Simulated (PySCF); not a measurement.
This PySCF input asks for the NMR shieldings of SMILES CC=P(C)(C)C1CCC1, C$_{8}$H$_{17}$P; the geometry comes from GFN2-xTB.

```python
import basis_set_exchange as bse
import numpy as np
from pyscf import gto, dft
from pyscf.prop import nmr

atoms = """
C     3.012374    1.168819   -0.042928
C     2.192146    0.173206    0.754020
P     0.700982   -0.369267    0.102242
C     1.050100   -1.326434   -1.419466
C     0.023182   -1.576039    1.288160
C    -0.845492    0.563756   -0.488953
C    -2.174042   -0.187330   -0.696385
C    -2.785700    0.590745    0.477342
C    -1.490324    1.402205    0.624678
H     3.014757    0.907777   -1.100377
H     2.675471    2.204453    0.050590
H     4.042039    1.128517    0.313925
H     2.029309    0.501836    1.785202
H     1.493128   -0.673274   -2.168549
H     1.765261   -2.107652   -1.168031
H     0.135289   -1.757938   -1.822305
H    -0.462941   -2.393914    0.759605
H     0.862430   -1.959161    1.864657
H    -0.691120   -1.100701    1.956424
H    -0.520916    1.149611   -1.355681
H    -2.641647    0.018841   -1.657704
H    -2.131131   -1.265760   -0.557598
H    -3.025737   -0.026740    1.341195
H    -3.661977    1.182728    0.221065
H    -0.990897    1.314626    1.592282
H    -1.595590    2.459707    0.389707
"""
names = dict.fromkeys(["C", "P", "H"], "pcSseg-1")
basis = {el: gto.basis.parse(bse.get_basis(n, elements=[el], fmt="nwchem")) for el, n in names.items()}
mol = gto.M(atom=atoms, basis=basis, charge=0, verbose=0)
mf = dft.RKS(mol, xc="PBE0")
mf.grids.level = 2
mf.grids.alignment = dft.numint.BLKSIZE   # the property module wants whole blocks of grid points
mf.conv_tol = 1e-9
mf.kernel()

calc = nmr.RKS(mf)   # GIAO
C = mf.mo_coeff
Co = C[:, mf.mo_occ > 0]
resp = mf.gen_response(singlet=True, hermi=2)
def vind(x):   # induced exchange potential for any number of trial vectors
    d = np.einsum("pi,xij,qj->xpq", C, 2 * x.reshape(-1, C.shape[1], Co.shape[1]), Co, optimize=True)
    return np.einsum("xpq,pi,qj->xij", resp(d - d.transpose(0, 2, 1)), C, Co, optimize=True).ravel()
mo1, _ = nmr.rhf.solve_mo1(calc, with_cphf=vind)
sigma = calc.kernel(mo1)
for i, s in enumerate(sigma):   # ppm
    w = np.linalg.eigvalsh((s + s.T) / 2)
    print("%2d %-2s iso %8.1f  s11 %8.1f  s22 %8.1f  s33 %8.1f" % (i, mol.atom_pure_symbol(i), w.mean(), *w))
```

Problem. Give the expected output.

Solution. 
```
 0 C  iso    173.7  s11    158.7  s22    174.5  s33    187.9
 1 C  iso    165.1  s11    137.5  s22    160.5  s33    197.4
 2 P  iso    336.9  s11    235.7  s22    322.2  s33    453.0
 3 C  iso    174.3  s11    149.7  s22    181.5  s33    191.8
 4 C  iso    177.0  s11    156.5  s22    179.4  s33    195.0
 5 C  iso    150.3  s11    136.2  s22    154.3  s33    160.4
 6 C  iso    161.9  s11    147.6  s22    155.0  s33    183.0
 7 C  iso    168.8  s11    159.1  s22    165.4  s33    181.9
 8 C  iso    167.2  s11    154.5  s22    162.2  s33    184.9
 9 H  iso     30.5  s11     25.6  s22     30.5  s33     35.4
10 H  iso     30.0  s11     23.6  s22     28.5  s33     37.8
11 H  iso     30.0  s11     24.4  s22     27.4  s33     38.1
12 H  iso     30.6  s11     24.5  s22     31.7  s33     35.4
13 H  iso     30.0  s11     25.9  s22     28.3  s33     35.6
14 H  iso     30.8  s11     26.7  s22     27.7  s33     37.9
15 H  iso     30.9  s11     25.8  s22     30.6  s33     36.3
16 H  iso     30.4  s11     26.3  s22     28.4  s33     36.4
17 H  iso     30.4  s11     25.5  s22     28.9  s33     36.7
18 H  iso     30.1  s11     25.6  s22     29.2  s33     35.5
19 H  iso     29.5  s11     25.8  s22     30.2  s33     32.4
20 H  iso     29.3  s11     25.7  s22     27.1  s33     35.1
21 H  iso     30.0  s11     26.3  s22     30.0  s33     33.6
22 H  iso     29.8  s11     26.1  s22     27.9  s33     35.4
23 H  iso     29.6  s11     26.1  s22     26.3  s33     36.4
24 H  iso     29.8  s11     26.8  s22     29.3  s33     33.3
25 H  iso     29.5  s11     25.7  s22     27.0  s33     35.7
```

These numbers come from an equivalent density-fitted implementation of the same equations, which agrees with the script to about 0.01 ppm for H and up to a few tenths of a ppm for heavy atoms, so last digits may differ.

Size and cost of the density-fitted run: 245 basis functions, about 2.9 core-minutes.
